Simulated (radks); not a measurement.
Values are calculated unless marked as measured or tabulated.
Excited configurations of the erbium ion Er+: one electron is placed in a higher orbital outside [Xe] 4f12. The ground configuration is [Xe] 4f12 6s1. Level of theory: Dirac Kohn-Sham, LDA (Slater exchange, Perdew-Wang correlation), spin-unpolarised, spherical densities, finite nucleus; open shells fill j = l - 1/2 first; Fermi nuclear charge, rms radius 5.2516 fm (a radial shooting solver on a logarithmic mesh with Libxc functionals). Excitation = E - E(ground); binding = E(ion) - E, where the ion is the core of charge +2; n* = 2/sqrt(2 binding) in atomic units, and the quantum defect is n - n*.

outer orbital,excitation (eV),binding (eV),eigenvalue (eV),<r> (bohr)
5d3/2,2.386,9.774,-6.028,2.888
5f5/2,8.679,3.482,-2.485,8.761
6p1/2,3.405,8.756,-6.568,4.435
6d3/2,7.428,4.732,-3.545,7.479
6f5/2,9.822,2.338,-1.786,15.00
7s1/2,6.517,5.643,-4.462,7.524
7p1/2,7.616,4.544,-3.554,8.902
7d3/2,9.259,2.901,-2.268,13.21
7f5/2,10.496,1.665,-1.313,22.65

The Delta-SCF ionisation energy is 12.160 eV (NIST Atomic Spectra Database: 11.92 eV, semi-empirical). Self-interaction in the functional shifts the binding energies and quantum defects, so they are the method's values and not measured ones. Spin polarisation and multiplet splitting are left out, so open shells lie too high by an amount that depends on their filling.

Beside tabulated values, note that spin-unpolarised runs miss the spin-polarisation part of the exchange energy of open shells.
